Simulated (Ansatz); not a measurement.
Geometry optimisation, Ansatz 0.2.0, RKS PBE0-D4/STO-3G.

The input (input.yaml):

```yaml
crystal:
  periodic: [false, false, false]
  atoms:
    - { symbol: Al, position_ang: [-1.414447, -0.429258, -0.716926] }
    - { symbol: F, position_ang: [1.079571, 1.296089, -1.159379] }
    - { symbol: H, position_ang: [-0.950742, -1.418775, -1.734634] }
    - { symbol: H, position_ang: [-2.478515, 0.609052, -0.897507] }
    - { symbol: H, position_ang: [1.509504, -0.524853, 1.432467] }
    - { symbol: O, position_ang: [-0.680652, -0.603697, 0.908354] }
    - { symbol: H, position_ang: [1.729025, 0.990786, -0.534983] }
    - { symbol: F, position_ang: [2.322537, -0.063213, 1.258088] }
    - { symbol: H, position_ang: [-1.116383, 0.14387, 1.44462] }
basis:
  gaussian: { orbitals: STO-3G }
hamiltonian:
  xc: pbe0
  dispersion: d4
relax:
  f_tol: 0.03
  max_steps: 50
```

Launched with:

```bash
$ ansatz run input.yaml --threads 1 --pin off --max-ram 2048MiB --backend cpu --events-out ev --progress --plain --runs-dir out
```

Question: Where does it end, and by what steps?

Answer: The run converged. Limits of this set-up: minimal basis. After 12 steps the energy has fallen by 4.932 eV; H5 moved furthest, 0.87 Å. Joined: Al1–F2, H5–O6.

```json
{"step": "0", "energy less start (eV)": "0.0000", "largest force component (eV/Å)": "2.341", "accepted": "yes"}
{"step": "1", "energy less start (eV)": "-0.7173", "largest force component (eV/Å)": "1.234", "accepted": "yes"}
{"step": "2", "energy less start (eV)": "-1.7528", "largest force component (eV/Å)": "1.631", "accepted": "yes"}
{"step": "3", "energy less start (eV)": "-3.1092", "largest force component (eV/Å)": "2.168", "accepted": "yes"}
{"step": "4", "energy less start (eV)": "-4.1049", "largest force component (eV/Å)": "2.212", "accepted": "yes"}
{"step": "5", "energy less start (eV)": "-4.8010", "largest force component (eV/Å)": "1.464", "accepted": "yes"}
{"step": "6", "energy less start (eV)": "-4.6250", "largest force component (eV/Å)": "2.858", "accepted": "no"}
{"step": "7", "energy less start (eV)": "-4.9140", "largest force component (eV/Å)": "0.431", "accepted": "yes"}
{"step": "8", "energy less start (eV)": "-4.9239", "largest force component (eV/Å)": "0.442", "accepted": "yes"}
{"step": "9", "energy less start (eV)": "-4.9303", "largest force component (eV/Å)": "0.091", "accepted": "yes"}
{"step": "10", "energy less start (eV)": "-4.9316", "largest force component (eV/Å)": "0.054", "accepted": "yes"}
{"step": "11", "energy less start (eV)": "-4.9322", "largest force component (eV/Å)": "0.072", "accepted": "yes"}
{"step": "12", "energy less start (eV)": "-4.9324", "largest force component (eV/Å)": "0.023", "accepted": "yes"}
```

```xyz
9
Properties=species:S:1:pos:R:3
Al -0.777 -0.151 -0.779
F 0.697 0.732 -1.104
H -0.786 -1.373 -1.637
H -1.914 0.818 -0.679
H 0.775 -0.230 1.063
O -0.311 -0.618 0.925
H 1.403 0.608 -0.189
F 1.776 0.313 0.815
H -0.864 -0.100 1.585
```

Time of the run: 19 s on 1 thread of Arm Neoverse V2, on a shared host, peak memory 0.19 GiB.
